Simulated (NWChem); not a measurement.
# AlGeH$_{4}$OF; SMILES [OH][Al]([F])[GeH3]

```xyz
8

Al    -0.0026     1.0804     0.0018
F      1.4044     1.9698    -0.0007
Ge     0.0225    -1.3810     0.0001
H      0.5846    -1.9374    -1.3316
H      0.9162    -1.9420     1.1332
H     -1.3964    -1.9665     0.1874
O     -1.4887     1.9221    -0.0005
H     -1.5193     2.8879    -0.0053
```
Atoms are numbered in this order, from 1.

Program: NWChem. Pople sets run with spherical d functions. Coordinates come from a B3LYP/6-31G* (spherical d) optimisation. Total energies compare along this basis series because the functional is fixed.

```json
[
 {"level": "PBE/STO-3G", "basis functions": "41", "energy (Ha)": "-2466.8987", "highest occupied level (eV)": "-1.32", "orbital gap (eV)": "5.50", "dipole (D)": "1.75", "relative time": "1"},
 {"level": "PBE/3-21G", "basis functions": "61", "energy (Ha)": "-2483.9965", "highest occupied level (eV)": "-6.99", "orbital gap (eV)": "5.57", "dipole (D)": "0.99", "relative time": "1"},
 {"level": "PBE/6-31G*", "basis functions": "86", "energy (Ha)": "-2496.0845", "highest occupied level (eV)": "-7.07", "orbital gap (eV)": "5.58", "dipole (D)": "0.68", "relative time": "3"},
 {"level": "PBE/6-311G**", "basis functions": "130", "energy (Ha)": "-2496.4211", "highest occupied level (eV)": "-7.21", "orbital gap (eV)": "5.51", "dipole (D)": "0.72", "relative time": "5"}
]
```

Relative times are rough (shared machine, one core).
